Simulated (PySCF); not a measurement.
AlH₇O₂Si₂, SMILES [OH][Al]([OH])[SiH2][SiH3].

Coordinates come from a TPSSh-D3(BJ)/def2-SVP optimisation. The structure was generated by enumeration; whether it is a known compound was not checked. The values are those of a single conformer.

Two levels are set side by side: TDDFT-PBE/def2-SVPD (PySCF) and TDDFT-ωB97X/def2-SVPD (PySCF). Vertical, same geometry. The lowest singlet is HOMO→LUMO+1 94 % with PBE and HOMO→LUMO 67 %, HOMO→LUMO+1 19 % with the other functional; states are paired by order. Differences are taken from unrounded values.

```
quantity                               TDDFT-ωB97X
-------------------------------------  -----------
lowest singlet excitation (eV)                6.25
lowest triplet excitation (TDA) (eV)          5.13
first bright state (f over 0.05) (eV)         6.25
its oscillator strength                       0.18
```

Task: What does TDDFT-PBE give, and how far is it from TDDFT-ωB97X? (Estimate from the structure and the level; the computed values follow.)

Result: 
```csv
quantity,TDDFT-PBE,TDDFT-PBE minus TDDFT-ωB97X
lowest singlet excitation (eV),5.53,-0.73
lowest triplet excitation (TDA) (eV),4.57,-0.56
first bright state (f over 0.05) (eV),5.53,-0.73
its oscillator strength,0.08,-0.10
```

Functionals without exact exchange tend to place singlet excitations lower, as here. Differences between two approximate levels are no errors against the true value.

Rough cost on one machine, each run with all the roots and properties that it gave: TDDFT-ωB97X against TDDFT-PBE about 10 times.
